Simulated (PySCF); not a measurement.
**ECD: `O[Si@@H]1NC[Si@H](O)N1`, CH8N2O2Si2**

Geometry:
```json
{"atom": "O1", "x (Å)": "-2.816", "y (Å)": "0.859", "z (Å)": "-0.029"}
{"atom": "Si2", "x (Å)": "-1.547", "y (Å)": "-0.061", "z (Å)": "0.393"}
{"atom": "N3", "x (Å)": "-0.280", "y (Å)": "0.821", "z (Å)": "1.131"}
{"atom": "C4", "x (Å)": "1.091", "y (Å)": "0.411", "z (Å)": "0.892"}
{"atom": "Si5", "x (Å)": "1.072", "y (Å)": "-0.744", "z (Å)": "-0.625"}
{"atom": "O6", "x (Å)": "1.840", "y (Å)": "-0.210", "z (Å)": "-1.959"}
{"atom": "N7", "x (Å)": "-0.608", "y (Å)": "-0.670", "z (Å)": "-0.933"}
{"atom": "H8", "x (Å)": "-2.675", "y (Å)": "1.628", "z (Å)": "-0.575"}
{"atom": "H9", "x (Å)": "-2.206", "y (Å)": "-1.120", "z (Å)": "1.150"}
{"atom": "H10", "x (Å)": "-0.415", "y (Å)": "1.311", "z (Å)": "2.001"}
{"atom": "H11", "x (Å)": "1.708", "y (Å)": "1.303", "z (Å)": "0.737"}
{"atom": "H12", "x (Å)": "1.502", "y (Å)": "-0.104", "z (Å)": "1.768"}
{"atom": "H13", "x (Å)": "1.573", "y (Å)": "-2.077", "z (Å)": "-0.264"}
{"atom": "H14", "x (Å)": "2.791", "y (Å)": "-0.201", "z (Å)": "-2.000"}
{"atom": "H15", "x (Å)": "-1.034", "y (Å)": "-1.140", "z (Å)": "-1.710"}
```

Level of theory: TDDFT BHandHLYP/def2-SVPD circular dichroism and optical rotation, one conformer, gas phase in PySCF. Geometry: GFN2-xTB.

The molecule is flexible and this is one conformer; a measurement averages over conformers.

Problem. Assign R or S to each stereocentre.

Solution. Si2 R, Si5 S.

Problem. List the lowest 8 singlet excitations with oscillator and rotatory strengths.

Solution. Rotatory strengths R in 10⁻⁴⁰ esu² cm², velocity form and length form (origin at the centre of mass); f in length form.
| state | E (eV) | λ (nm) | f | R (velocity) | R (length) | main |
| --- | --- | --- | --- | --- | --- | --- |
| 1 | 6.46 | 192 | 0.004 | -4.8 | -4.5 | HOMO→LUMO+1 0.58, HOMO→LUMO+2 0.27 |
| 2 | 6.95 | 178 | 0.012 | -13.1 | -12.3 | HOMO→LUMO 0.78, HOMO→LUMO+2 0.12 |
| 3 | 7.20 | 172 | 0.015 | +41.0 | +40.2 | HOMO→LUMO+2 0.46, HOMO→LUMO+1 0.26 |
| 4 | 7.35 | 169 | 0.032 | +30.0 | +29.2 | HOMO−1→LUMO+1 0.31, HOMO→LUMO+3 0.31 |
| 5 | 7.55 | 164 | 0.013 | +2.2 | +3.6 | HOMO−1→LUMO 0.55, HOMO−2→LUMO 0.21 |
| 6 | 7.69 | 161 | 0.016 | -25.1 | -26.0 | HOMO−1→LUMO+1 0.25, HOMO→LUMO+3 0.21 |
| 7 | 7.88 | 157 | 0.020 | +11.1 | +11.7 | HOMO−2→LUMO 0.32, HOMO→LUMO+3 0.17 |
| 8 | 8.00 | 155 | 0.013 | -17.6 | -15.8 | HOMO→LUMO+4 0.23, HOMO−2→LUMO 0.19 |

Among the states computed, the strongest CD band (largest |R|) is state 3. The largest dissymmetry factor in size, g = 4R/(D+G), with D and G the electric and magnetic dipole strengths, is +0.03 for state 3 (velocity form, f = 0.015), among bands with |R| over 0.5. The mirror image has the same energies and oscillator strengths and all R with the opposite sign.
